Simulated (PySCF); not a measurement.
Working out the ionisation energy of K⁺

K⁺ [Ar] (1S) → K²⁺ [Ne] 3s2 3p5 (2P). Computed with PySCF 2.14 in x2c-TZVPall, with scalar relativity by spin-free X2C-1e. Frozen: [Ne] 3s2. Energies in hartree (1 hartree = 27.21139 eV):

| part | K⁺ (lower) | K²⁺ (upper) |
| --- | --- | --- |
| UHF | -601.301552 | -600.181059 |
| CCSD correlation | -0.136199 | -0.094638 |
| (T) | -0.000785 | -0.000280 |

What does Hartree-Fock give?

(-600.181059) − (-601.301552) = 1.120493 hartree = 30.490 eV.

What do CCSD and CCSD(T) give?

The CCSD correlation energies differ by 0.041561 hartree = 1.131 eV and the triples by 0.000505 hartree = 0.014 eV, so CCSD gives 31.621 eV and CCSD(T) 31.635 eV.

Reference: 31.625 eV (measured; NIST Atomic Spectra Database, ionization energies), between the lowest levels; spin-orbit coupling is absent from the calculation.

What remains against the reference includes basis incompleteness, the frozen core and higher excitations.
